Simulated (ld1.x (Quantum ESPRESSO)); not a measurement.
**Transferability test, RRKJ potential for N**

nitrogen (N), norm-conserving RRKJ (Kleinman–Bylander form), made with ld1.x (Quantum ESPRESSO) 7.5 (PBE, scalar-relativistic). Core [He], reference 2s1.5 2p3.5. Waves: 2p (bound): rc 2.20 bohr; 2s (bound): rc 0.80 bohr. Local part: the s channel. Core correction: a·sin(br)/r model core inside 0.65 bohr. rho0 = 0.02.

Energies are relative to the spin-unpolarised reference configuration 2s1.5 2p3.5; without spin polarisation the order of configurations can differ from experiment. The frozen-core shift is the all-electron ΔE with the core orbitals held at their reference shape minus the fully relaxed ΔE.

```tsv
valence configuration	charge	ΔE all-electron (eV)	error AE − PS (meV)	frozen-core shift (meV)
2s2 2p2	+1	7.841	+163	+0.2
2s2 2p1	+2	36.695	+956	+1.6
2s2 2p0	+3	83.777	+3288	+9.2
2s0 2p5	0	17.291	-46	+0.9
2s1 2p0	+4	161.596	+5268	+31
2s2 2p2.5	+0.5	-0.657	+41	+0.1
```

What are ΔE and the potential's error for 2s2 2p3?

ΔE = -5.750 eV all-electron; the error (AE − PS) is -5.5 meV.

Levels in the configuration 2s0 2p5:

```csv
level,all-electron (eV),pseudo (eV)
2p,-7.893,-8.038
```
